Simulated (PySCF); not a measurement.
CdF2. Atoms are numbered in the order given.

```xyz
3

Cd     0.0000     0.0000     0.0000
F      0.0000     0.0000    -1.9216
F      0.0000     0.0000     1.9216
```

Coordinates come from a PBE0-D3(BJ)/def2-TZVP optimisation. The def2 effective core potentials stand for the cores of Cd; spin–orbit coupling is left out.

Computed with PySCF 2.14.0 with IEF-PCM-M06-2X/def2-SVP.

The values are the electrostatic part of the solvation free energy, E(continuum) − E(gas) at the gas-phase geometry, in a cavity of scaled van der Waals radii (PySCF's table); cavitation and dispersion terms are not included. A continuum can't describe solvent molecules that bind to the metal. In vacuum the orbital gap is 10.18 eV. The dipole moment in vacuum is 0.00 D.

```json
[
 {"solvent": "water", "ε": "78.36", "ΔG(elec) (kcal/mol)": "-23.8", "dipole (D)": "0.00", "gap (eV)": "10.79"},
 {"solvent": "chloroform", "ε": "4.71", "ΔG(elec) (kcal/mol)": "-17.0", "dipole (D)": "0.00", "gap (eV)": "10.62"},
 {"solvent": "acetonitrile", "ε": "35.69", "ΔG(elec) (kcal/mol)": "…", "dipole (D)": "…", "gap (eV)": "…"}
]
```

Complete the blanks. (The exact figures need the calculation; the answer reports its results.)


- acetonitrile, ΔG(elec) (kcal/mol): -23.2
- acetonitrile, dipole (D): 0.00
- acetonitrile, gap (eV): 10.78
